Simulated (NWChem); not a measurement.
System: sulfur hexafluoride (SF6); SMILES FS(F)(F)(F)(F)F

NWChem input:

```
start job
memory heap 200 mb stack 900 mb global 1100 mb
geometry units angstroms noautoz
  F      0.745193     0.976465    -0.994837
  S      0.000000     0.000000     0.000000
  F      1.382398    -0.662784     0.384965
  F     -0.179325    -1.051549    -1.166442
  F     -1.382398     0.662784    -0.384965
  F      0.179325     1.051549     1.166442
  F     -0.745193    -0.976465     0.994837
end
basis spherical
  * library def2-svp
end
dft
  xc b3lyp
  iterations 150
  mulliken
end
task dft energy
```

Coordinates come from a PBE0/def2-SVP optimisation.

Q: Give the results of this calculation. (B3LYP/def2-SVP.) Quantities: basis functions; energy (Ha); highest occupied level (eV); orbital gap (eV).

A: 
| Quantity | Result |
|---|---|
| number of basis functions | 102 |
| energy (Ha) | -996.53 |
| highest occupied level (eV) | -11.89 |
| orbital gap (eV) | 9.94 |
